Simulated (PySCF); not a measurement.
PySCF input (BP86/6-31G* (5d)):

```python
from pyscf import gto, dft

mol = gto.M(
    atom='''
    C    -2.40009200    0.05728600   -0.06659200
    C    -0.95261000    0.43390200   -0.06128400
    C     0.02922500   -0.44731700    0.03867000
    Cl    1.71324200   -0.00833100    0.04477500
    H    -2.88467900    0.38879300   -0.98896900
    H    -2.92969000    0.53712900    0.76092200
    H    -2.53611800   -1.02106400    0.02132000
    H    -0.70748400    1.48728100   -0.14427300
    H    -0.12628700   -1.51373200    0.12506800
    ''',
    basis='6-31g*',
    charge=0,
    spin=0,
    verbose=4,
)

mf = dft.RKS(mol, xc='bp86')
mf.grids.level = 3
mf.conv_tol = 1e-9
mf.max_cycle = 100
mf.max_memory = 1500
mf.kernel()
if not mf.converged:
    mf = mf.newton()
    mf.kernel(mf.make_rdm1())
mf.dip_moment()
```

Output:

```
PySCF version 2.14.0

[INPUT] verbose = 4
[INPUT] num. atoms = 9
[INPUT] num. electrons = 40
[INPUT] charge = 0
[INPUT] spin (= nelec alpha-beta = 2S) = 0
[INPUT] symmetry False subgroup None
[INPUT] Mole.unit = angstrom
[INPUT] Symbol           X                Y                Z      unit          X                Y                Z       unit  Magmom
[INPUT]  1 C     -2.400092000000   0.057286000000  -0.066592000000 AA   -4.535516553760   0.108254850772  -0.125840642087 Bohr   0.0
[INPUT]  2 C     -0.952610000000   0.433902000000  -0.061284000000 AA   -1.800172003522   0.819955944901  -0.115809975818 Bohr   0.0
[INPUT]  3 C      0.029225000000  -0.447317000000   0.038670000000 AA    0.055227245990  -0.845306620862   0.073075709237 Bohr   0.0
[INPUT]  4 Cl     1.713242000000  -0.008331000000   0.044775000000 AA    3.237558165102  -0.015743308344   0.084612487227 Bohr   0.0
[INPUT]  5 H     -2.884679000000   0.388793000000  -0.988969000000 AA   -5.451253267284   0.734712289148  -1.868880555685 Bohr   0.0
[INPUT]  6 H     -2.929690000000   0.537129000000   0.760922000000 AA   -5.536311729877   1.015026703562   1.437934182156 Bohr   0.0
[INPUT]  7 H     -2.536118000000  -1.021064000000   0.021320000000 AA   -4.792568439580  -1.929531315653   0.040288960976 Bohr   0.0
[INPUT]  8 H     -0.707484000000   1.487281000000  -0.144273000000 AA   -1.336950997512   2.810553760269  -0.272636457169 Bohr   0.0
[INPUT]  9 H     -0.126287000000  -1.513732000000   0.125068000000 AA   -0.238647843093  -2.860538905990   0.236344266947 Bohr   0.0

nuclear repulsion = 141.67735943825
number of shells = 36
number of NR pGTOs = 152
number of NR cGTOs = 70
basis = 6-31g*
ecp = {}

******** <class 'pyscf.dft.rks.RKS'> ********
method = RKS
initial guess = minao
damping factor = 0
level_shift factor = 0
DIIS = <class 'pyscf.scf.diis.CDIIS'>
diis_start_cycle = 1
diis_space = 8
diis_damp = 0
SCF conv_tol = 1e-09
SCF conv_tol_grad = None
SCF max_cycles = 100
direct_scf = True
direct_scf_tol = 1e-13
XC library pyscf.dft.libxc version 7.1.2
    S. Lehtola, C. Steigemann, M. J. T. Oliveira, and M. A. L. Marques,  SoftwareX 7, 1–5 (2018)
XC functionals = bp86
    A. D. Becke,  Phys. Rev. A 38, 3098 (1988)
    J. P. Perdew,  Phys. Rev. B 33, 8822 (1986)
    J. P. Perdew,  Phys. Rev. B 34, 7406–7406 (1986)
radial grids:
    Treutler-Ahlrichs [JCP 102, 346 (1995); DOI:10.1063/1.469408] (M4) radial grids

becke partition: Becke, JCP 88, 2547 (1988); DOI:10.1063/1.454033
pruning grids: <function nwchem_prune>
grids dens level: 3
symmetrized grids: False
atomic radii adjust function: <function treutler_atomic_radii_adjust>
small_rho_cutoff = 0
Set gradient conv threshold to 3.16228e-05
Initial guess from minao.
tot grids = 110280
init E= -577.726146510096
  HOMO = -0.285996618994077  LUMO = -0.08399115164173  gap/eV = 5.49685
cycle= 1 E= -577.472315527216  delta_E= 0.254  |g|= 0.411  |ddm|= 2.81
  HOMO = -0.162717118192157  LUMO = 0.0342243058261897  gap/eV = 5.35905
cycle= 2 E= -577.418538547963  delta_E= 0.0538  |g|= 0.599  |ddm|= 1.03
  HOMO = -0.208981208764659  LUMO = -0.0190054084611746  gap/eV = 5.16950
cycle= 3 E= -577.510531592521  delta_E= -0.092  |g|= 0.178  |ddm|= 0.729
  HOMO = -0.216147057260998  LUMO = -0.0238970680102786  gap/eV = 5.23139
cycle= 4 E= -577.519833078874  delta_E= -0.0093  |g|= 0.0324  |ddm|= 0.207
  HOMO = -0.216073456155579  LUMO = -0.0223945258855087  gap/eV = 5.27027
cycle= 5 E= -577.520063328497  delta_E= -0.00023  |g|= 0.0128  |ddm|= 0.0496
  HOMO = -0.215936307496633  LUMO = -0.022993288097251  gap/eV = 5.25025
cycle= 6 E= -577.52010823084  delta_E= -4.49e-05  |g|= 0.00325  |ddm|= 0.0207
  HOMO = -0.215795074250103  LUMO = -0.0227227734998356  gap/eV = 5.25376
cycle= 7 E= -577.52011083229  delta_E= -2.6e-06  |g|= 0.000966  |ddm|= 0.00421
  HOMO = -0.215903800560738  LUMO = -0.0228437525988325  gap/eV = 5.25343
cycle= 8 E= -577.520111095378  delta_E= -2.63e-07  |g|= 0.00014  |ddm|= 0.00115
  HOMO = -0.215899096656423  LUMO = -0.022839040408162  gap/eV = 5.25343
cycle= 9 E= -577.520111064921  delta_E= 3.05e-08  |g|= 2.99e-05  |ddm|= 0.000208
  HOMO = -0.21590208414508  LUMO = -0.0228422930403038  gap/eV = 5.25342
cycle= 10 E= -577.520111065174  delta_E= -2.53e-10  |g|= 4.82e-06  |ddm|= 5.54e-05
  HOMO = -0.215902509319992  LUMO = -0.0228427215299356  gap/eV = 5.25342
Extra cycle  E= -577.520111065173  delta_E= 1.59e-12  |g|= 5.86e-06  |ddm|= 1.33e-05
converged SCF energy = -577.520111065173
Dipole moment(X, Y, Z, Debye): -1.98787, -0.16001, -0.03759
```

The geometry given is a B3LYP-D3(BJ)/def2-TZVP minimum.
